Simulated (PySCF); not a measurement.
SMILES N[SiH2][SiH2]O[SiH3], singlet, GFN2-xTB optimised geometry.

```
14

N      2.86    -1.24     0.97
Si     1.13    -1.28     0.85
Si     0.54     0.76     0.00
O     -1.08     0.76     0.00
Si    -2.63     1.21     0.00
H      3.31    -0.45     1.41
H      3.35    -2.08     1.22
H      0.47    -1.63     2.13
H      0.90    -2.45    -0.01
H      0.95     1.95     0.78
H      0.92     1.06    -1.39
H     -3.35     0.10    -0.62
H     -2.77     2.45    -0.77
H     -3.01     1.41     1.40
```

Density from CAM-B3LYP/def2-TZVP (PySCF) at that geometry.

Minimum of the electron density along straight lines between bonded atoms, close to the bond critical point (lines longer than 1.1 times the sum of covalent radii, or with two minima, are not listed):

```
bond     length / Å  ρ at the minimum / e bohr⁻³  ∇²ρ there / e bohr⁻⁵  position (fraction from the first atom)
-------  ----------  ---------------------------  --------------------  ---------------------------------------
N1–Si2        1.728                        0.131                  0.54                                     0.60
Si2–Si3       2.293                            ?                     ?                                     0.37
Si3–O4        1.627                        0.136                  0.90                                     0.42
O4–Si5        1.612                        0.141                     ?                                     0.58
N1–H6         1.007                        0.337                 -1.64                                     0.73
N1–H7         1.007                        0.337                 -1.65                                     0.74
Si2–H8        1.483                        0.122                  0.15                                     0.49
Si2–H9        1.471                        0.124                  0.17                                     0.49
Si3–H10       1.474                        0.124                  0.15                                     0.49
Si3–H11       1.470                        0.126                  0.16                                     0.49
Si5–H12       1.461                        0.128                  0.16                                     0.49
Si5–H13       1.462                        0.128                  0.17                                     0.49
Si5–H14       1.462                        0.128                  0.17                                     0.49
```

Q: What belongs in the gaps?

A: 
- Si2–Si3, ρ at the minimum / e bohr⁻³: 0.107
- Si2–Si3, ∇²ρ there / e bohr⁻⁵: -0.19
- O4–Si5, ∇²ρ there / e bohr⁻⁵: 0.96
